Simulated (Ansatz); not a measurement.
P (SMILES [P-]), charge -1, triplet (a gas-phase anion, which may not be bound at this level); BLYP/def2-SVP (Ansatz, a quantum-chemistry and plane-wave program).

The Ansatz input:
Ansatz 0.2 input:
```yaml
crystal:
  periodic: [false, false, false]
  atoms:
    - {symbol: P, position_ang: [0.00000000, 0.00000000, 0.00000000]}
basis:
  gaussian:
    orbitals: def2-SVP
hamiltonian:
  xc: blyp
total_charge: -1
magnetization: {spin_polarized: true, initial_magnetization: 2}
accuracy: high
```

Task: Predict the main parts of the log of this Ansatz run.

Result: 
```
Functional definition: BLYP
137 factors; integrals over basis functions are off by at most 2.9e-9 eV
mean field evaluation 1: about -9282.4305 eV, gradient 6.4e0 eV
mean field evaluation 2: about -9282.5611 eV, gradient 4.4e0 eV
mean field evaluation 4: about -9282.6873 eV, gradient 2.0e-1 eV
mean field evaluation 8: about -9282.6861 eV, gradient 7.4e-3 eV
mean field evaluation 16: about -9282.6861 eV, gradient 2.9e-9 eV
mean field evaluation 32: about -9282.6861 eV, gradient 1.2e-8 eV
mean field -9282.68613388 eV, -341.1324233893 hartree, gradient 1.5e-8 eV, S^2 2.001605; 2 other end points of the search recorded, 0 dependent functions left out
reference -9282.68616107 eV, -341.1324243887 hartree; 9, 7 occupied and 9, 11 virtual orbitals, 137 factors
Total energy: -9282.68616107 eV, -341.1324243887 hartree
```
